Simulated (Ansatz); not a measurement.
# One elementary step

Start structure (SiH3ClOF2, singlet), relaxed at PBE0-D4/def2-TZVP:

Si1  (-0.683, -0.054, -0.880)
O2  (0.620, -0.371, 0.040)
F3  (-1.466, -1.389, -1.201)
F4  (-0.239, 0.540, -2.275)
H5  (-1.531, 0.889, -0.155)
H6  (0.929, 0.405, 1.789)
Cl7  (1.070, 0.954, 2.949)
H8  (1.300, -0.974, -0.268)
(Å)

The step: SiH₂OF₂ ([OH][SiH]([F])[F]) + HCl → SiHClF₂ ([F][SiH]([F])[Cl]) + H₂O; bonds formed: Si1–Cl7, O2–H6; bonds broken: Si1–O2, H6–Cl7. Computed with Ansatz 0.2.0 (basis: def2-TZVPP and def2-QZVPP); correlated methods freeze the cores. Extrapolation: Hartree–Fock as exp(−7.88 √X), correlation as X^−2.97. Energies below are by CCSD(T) at an estimated basis limit (MP2 extrapolated from triple and quadruple zeta, plus CCSD(T) − MP2 in triple zeta).

**Question.** What are the electronic barrier and the energy of the step, from the start structure to the end structure? (Judge from chemistry; the value comes from the calculation.)

**Answer.** The calculation gives: Barrier 1.075 eV; step energy 0.221 eV (uphill); reverse barrier, their difference, 0.854 eV. Barrier and step energy count from the start structure, the reverse barrier from the end structure.

The saddle point: One imaginary mode of 367i cm⁻¹.
| pair | start (Å) | saddle (Å) | end (Å) |
| --- | --- | --- | --- |
| Si1–Cl7 | 4.33 | 2.53 | 2.01 |
| O2–H6 | 1.94 | 1.09 | 0.96 |
| Si1–O2 | 1.63 | 1.76 | 3.17 |
| H6–Cl7 | 1.29 | 1.69 | 3.86 |

Zero-point energy (harmonic, PBE0-D4): ZPE is 1.031 eV at the start and 1.049 eV at the saddle, so the barrier goes from 1.075 to 1.093 eV.

The T1 diagnostic stays at or below 0.011.

Hydrogen chloride, the by-product of chloride precursors, can attack films and sites by steps of this kind.

Labels in which every atom is bracketed show which atoms are joined, not bond orders.

For scale, one of the runs: CCSD(T)/def2-TZVPP, 219 basis functions, launched by `ansatz run in.yaml --threads 4 --pin off --events-out ev --progress --plain --max-ram 9574MiB`. Time: 110 s of wall clock on 4 CPU threads of an Arm Neoverse V2; the host was shared. Peak host memory: 3.4 GiB.
